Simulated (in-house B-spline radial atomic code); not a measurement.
Values are calculated unless marked as measured or tabulated.
**Making a Troullier-Martins s channel for Al, r_c = 0.63 bohr**

Al, [Ne] 3s2 3p1, non-relativistic PBE, spherical and spin-unpolarised, from a B-spline radial code for spherical atoms (atomic units). The all-electron 2s level is ε = -3.958516 hartree, its outermost node lies just inside 0.17 bohr and its outer maximum at 0.50 bohr.

Inside r_c the pseudo-orbital is u(r) = r^1 exp(p(r)), with p = c0 + c2 r² + c4 r⁴ + … + c12 r¹². The seven coefficients follow from p and its first four derivatives at r_c, from zero curvature of the screened potential at the origin, c4 = −c2²/(2l + 5), and from the norm inside r_c. At r_c the all-electron orbital has P = 1.214711, P' = -1.22876, the screened potential V = -6.131421, V' = 17.93295, V'' = -77.58338, and the norm inside is Q = 0.5670574.

What are p, p' and p'' at r_c?

p = ln(P/r_c^1) = ln(1.214711/0.63) = 0.65654. p' = P'/P − 1/r_c = -1.01157 − 1.58730 = -2.59887. The radial equation gives p'' = 2(V − ε) − 2(1) p'/r_c − p'² = -4.34581 − (-8.25037) − 6.75411 = -2.84955. Differentiating, p''' = 2V' + 2(1)p'/r_c² − 2(1)p''/r_c − 2p'p'' = 17.005, and p'''' = 2V'' − 4(1)p'/r_c³ + 4(1)p''/r_c² − 2(1)p'''/r_c − 2p''² − 2p'p''' = -124.15.

For a trial c2 the five matching conditions are linear in c0, c6, c8, c10 and c12, and c2 is varied until the norm inside r_c equals Q. The root nearest zero gives:

```tsv
n	c_n
0	1.048178
2	1.245695
4	-0.3103511
6	-67.15395
8	250.9402
10	-372.2144
12	204.7389
```

Check c4 and p(r_c), and find the screened pseudopotential at the origin.

−c2²/5 = -0.310351, as listed. The terms c_n r_c^n are 1.04818, 0.49442, -0.04889, -4.19870, 6.22723, -3.66605, 0.80036, which sum to 0.65654. Inverting the radial equation, V_l(r) = ε + 1 p'/r + (p'' + p'²)/2, so V_l(0) = ε + (2l + 3) c2 = -3.958516 + 3 × (1.24569) = -0.2214 hartree, finite where the all-electron potential diverges.

Orbitals and screened potentials:

```json
{"r (bohr)": "0.063", "P": "-0.598", "u": "0.1806", "V all-electron": "-174.4", "V pseudo": "-0.2432"}
{"r (bohr)": "0.158", "P": "-0.05905", "u": "0.4644", "V all-electron": "-55.33", "V pseudo": "-0.9824"}
{"r (bohr)": "0.252", "P": "0.6391", "u": "0.7666", "V all-electron": "-28.37", "V pseudo": "-4.059"}
{"r (bohr)": "0.347", "P": "1.091", "u": "1.064", "V all-electron": "-17.37", "V pseudo": "-9.139"}
{"r (bohr)": "0.441", "P": "1.283", "u": "1.262", "V all-electron": "-11.63", "V pseudo": "-11.76"}
{"r (bohr)": "0.536", "P": "1.299", "u": "1.298", "V all-electron": "-8.233", "V pseudo": "-9.127"}
{"r (bohr)": "0.63", "P": "1.215", "u": "1.215", "V all-electron": "-6.131", "V pseudo": "-6.131"}
```

Logarithmic derivatives P'/P at R = 0.93 bohr, for energies E around ε:

| E − ε (hartree) | all-electron | pseudo |
| --- | --- | --- |
| -0.5 | -0.733049 | -0.733923 |
| -0.25 | -1.27338 | -1.27367 |
| -0.1 | -1.65642 | -1.65648 |
| 0 | -1.94283 | -1.94284 |
| 0.1 | -2.25896 | -2.25904 |
| 0.25 | -2.80094 | -2.80148 |
| 0.5 | -3.95076 | -3.95386 |

With P(R) = 0.7599437 and a norm of 0.8676531 inside R, what slope in energy does norm conservation fix?

d(P'/P)/dE = −2 × (norm inside R)/P(R)² = -3.0048 per hartree·bohr at E = ε, for both atoms, since orbital and norm agree at R. Differences over ±0.1 hartree give -3.0127 (all-electron) and -3.0128 (pseudo), which also hold third-order terms. Half a hartree below ε the two curves differ by -0.0009.
